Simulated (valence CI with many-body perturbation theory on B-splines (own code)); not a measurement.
Fe¹¹⁺: what the settings do

Calculated by valence CI with perturbative core correlation (CI+MBPT): five valence electrons over a frozen Dirac-Fock core [Ne], a basis of 6 s, 6 p, 5 d, 3 f, 1 g functions for each j, with the one-electron correlation potential Σ1 (screened to all orders), the two-electron term Σ2, the three-electron term Σ3, Breit, model QED; selected single and double excitations, second order for the rest, scaled by the run's own slope (own B-spline code, finite nucleus).

No measured spectrum was set against this ion. As an estimate, levels of excited configurations hold to 0.05 to 0.15 % of their energy, terms of the ground configuration to about 0.5 %. Among the levels kept, up to 1100 cm⁻¹ of a level comes from second order outside the variational space, and about a tenth of that is noise between levels of different J, which matters for small intervals.

The reference run has the lowest level 3s2 3p3 4S°_3/2 and an ionisation energy of 327.290 eV. Its largest variational space holds 9998 state functions.

Names give the largest LS component (configuration and term), which can be under half, so a name can repeat, a term be missing and a line seem to break the LS rules; names also repeat where a configuration has a term twice.

Changed runs:
A. scale of Σ1 1 → 0; scale of Σ2 1 → 0; three-electron term on → off; logarithmic knot step 0.27 → 0.2
B. QED terms on → off; hole-hole ladder in Σ2 on → off
C. QED terms on → off
D. Davidson tolerance 2e-05 → 0.03 (bad on purpose)

Excitation energies of the reference run in cm⁻¹, and shifts in cm⁻¹:

| Level | Reference | A | B | C | D |
| --- | --- | --- | --- | --- | --- |
| 3s2 3p3 2D°_3/2 | 42012 | +557 | +53 | +8.8 | -7.7 |
| 3s2 3p3 2D°_5/2 | 46544 | +466 | +32 | -9.5 | -29 |
| 3s2 3p3 2P°_1/2 | 74695 | +779 | +59 | -1.8 | +5.0 |
| 3s2 3p3 2P°_3/2 | 81076 | +627 | +29 | -28 | -12 |
| 3s 3p4 4P_5/2 | 274368 | +6.0 | +525 | +505 | +28 |
| 3s 3p4 4P_3/2 | 283985 | -102 | +497 | +479 | +29 |
| 3s 3p4 4P_1/2 | 288295 | -120 | +489 | +470 | +27 |
| 3s 3p4 2D_3/2 | 340089 | +774 | +493 | +434 | +30 |
| 3s 3p4 2D_5/2 | 342041 | +723 | +488 | +428 | +32 |
| 3s2 3p2 3d 2P_3/2 | 390043 | +1803 | +274 | +275 | -113 |
| 3s 3p4 2P_1/2 | 394813 | +1954 | +380 | +342 | +29 |
| 3s 3p4 2S_1/2 | 411006 | +1789 | +413 | +352 | +31 |
| Ionisation energy (eV) | 327.290 | -0.243 | -0.022 | -0.0036 | +0.0033 |
